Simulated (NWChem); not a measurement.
System: GeNH$_{3}$F$_{2}$; SMILES [GeH]([F])([NH2])[F]

```xyz
7

Ge    -0.0218     0.3055    -0.0270
N      1.7106    -0.0995    -0.2522
F     -0.8432    -0.2391    -1.4436
F     -0.7810    -0.6171     1.2315
H     -0.2941     1.7811     0.2346
H      1.9240    -1.0663    -0.4796
H      2.3594     0.2545     0.4438
```
Atoms are numbered in this order, from 1.

Computed with NWChem. Pople sets run with spherical d functions. STO-3G and 3-21G are far too small for this property and stand as cheap habits. Geometry: optimised at PBE0/def2-SVP. B3LYP is NWChem's, with the RPA form of VWN correlation. GIAO values for the isolated, static molecule; σ is the absolute isotropic shielding, δ = σ(reference) − σ with the isolated reference molecule computed at the same levels (19F: trichlorofluoromethane, 1H: tetramethylsilane, 15N: ammonia).

```csv
level,σ Ge1 (ppm),δ N2 (ppm),δ F3 (ppm),δ F4 (ppm),δ H5 (ppm),δ H6 (ppm),δ H7 (ppm),relative time
Hartree-Fock/STO-3G,2260.2,-54.7,-214.8,-201.9,2.32,-1.44,-1.65,1
B3LYP/6-31G*,1521.8,24.9,-141.3,-106.3,6.18,0.76,0.62,8
PBE0/pcSseg-1,1319.7,30.3,-170.3,-135.9,5.59,1.23,1.02,8
KT2/pcSseg-1,1310.7,36.0,-182.9,-141.9,5.82,1.25,1.09,5
"LDA (Slater exchange, VWN5)/pcSseg-1",1185.2,46.9,-174.4,-132.0,6.27,1.37,1.22,6
```

The last column is a rough cost ratio, cheapest run = 1.
